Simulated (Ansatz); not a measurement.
`C[OH+][BH-](C)C`, charge 0, multiplicity 1.

Problem. Give a relaxed structure at PBE0-D4/def2-TZVP (the Gaussian-basis code of Ansatz). (Best estimate.)

Solution. The calculation gave: 
```xyz
16

C    -1.930    0.794    0.419
O    -0.513    0.976    0.415
B     0.408   -0.067   -0.573
C     1.890    0.489   -0.357
C     0.129   -1.551   -0.042
H    -2.394    1.609    0.975
H    -2.239    0.830   -0.624
H    -2.201   -0.171    0.847
H    -0.164    0.913    1.312
H    -0.092    0.192   -1.650
H     2.580   -0.069   -0.998
H     2.262    0.356    0.669
H     2.002    1.546   -0.620
H     0.739   -2.248   -0.628
H     0.426   -1.703    1.005
H    -0.905   -1.896   -0.149
```
This is one stationary point; other conformers may exist.
